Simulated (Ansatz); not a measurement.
(1) Predict a relaxed structure of `C[Si](C)(C)C#Cc1cnc(-c2cnc(-c3cnc(-c4cnc(-c5cnc(-c6cnc(C#C[Si](C)(C)C)s6)s5)s4)s3)s2)s1`, charge 0, singlet, at PBE-D4/def2-SVP (Ansatz).

## Answers

(1) 
```xyz
66

C   -11.317    6.803   -7.784
Si  -10.137    5.888   -8.942
C    -9.364    7.077  -10.192
C   -11.032    4.478   -9.828
C    -8.777    5.163   -7.916
C    -7.877    4.677   -7.218
C    -6.855    4.125   -6.427
C    -6.913    3.647   -5.112
N    -5.760    3.163   -4.591
C    -4.763    3.239   -5.460
C    -3.420    2.799   -5.185
C    -2.276    2.813   -5.989
N    -1.143    2.322   -5.437
C    -1.357    1.910   -4.194
C    -0.324    1.341   -3.365
C     1.013    1.139   -3.722
N     1.809    0.585   -2.777
C     1.141    0.335   -1.661
C     1.726   -0.252   -0.486
C     1.167   -0.575    0.753
N     2.002   -1.126    1.666
C     3.230   -1.251    1.177
C     4.337   -1.802    1.912
C     5.669   -1.992    1.528
N     6.490   -2.542    2.450
C     5.839   -2.801    3.578
C     6.475   -3.391    4.731
C     7.822   -3.765    4.824
N     8.219   -4.303    5.999
C     7.217   -4.375    6.864
C     7.286   -4.883    8.177
C     7.336   -5.328    9.330
Si    7.489   -6.013   11.047
C     7.168   -7.873   10.968
C     9.244   -5.659   11.648
C     6.211   -5.156   12.143
S     5.673   -3.751    6.231
S     4.128   -2.363    3.552
S     3.420   -0.677   -0.484
S    -0.571    0.790   -1.728
S    -3.018    2.116   -3.630
S    -5.212    3.935   -7.019
H   -12.156    7.248   -8.357
H   -11.744    6.114   -7.027
H   -10.793    7.620   -7.247
H   -10.152    7.536  -10.825
H    -8.814    7.892   -9.680
H    -8.653    6.548  -10.858
H   -10.340    3.923  -10.494
H   -11.458    3.758   -9.100
H   -11.863    4.875  -10.447
H    -7.835    3.654   -4.515
H    -2.262    3.196   -7.021
H     1.407    1.410   -4.711
H     0.110   -0.406    1.009
H     6.062   -1.720    0.536
H     8.528   -3.631    3.992
H     7.901   -8.374   10.304
H     6.151   -8.087   10.580
H     7.253   -8.322   11.979
H     9.442   -4.569   11.681
H     9.395   -6.070   12.668
H     9.993   -6.122   10.975
H     5.181   -5.345   11.780
H     6.283   -5.534   13.185
H     6.373   -4.060   12.164
```
 This is one stationary point.

Single mean-field runs in def2-SVP are fitted with def2-universal-jkfit.
